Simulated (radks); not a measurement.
Results of a calculation; reference values are marked as such.
Question: The cerium ion Ce6+ is in [Kr] 4d10 5s2 5p(1/2: 2, 3/2: 2). Code: a radial shooting solver on a logarithmic mesh with Libxc functionals. Model: Dirac Kohn-Sham, PBE, spin-unpolarised, spherical densities, finite nucleus; Fermi nuclear charge, rms radius of each element as measured or else 0.836 A^(1/3) + 0.57 fm. Sub-shells are occupied by j as written (lower j first in brackets). One electron is removed from 4d5/2, 5s1/2, 5p3/2, 5p1/2 in turn, with full relaxation. Which removal costs least, and what does each cost?

Answer: 5p3/2 92.668 eV; 5p1/2 96.558 eV; 5s1/2 114.49 eV; 4d5/2 197.24 eV. The 5p3/2 electron leaves first.
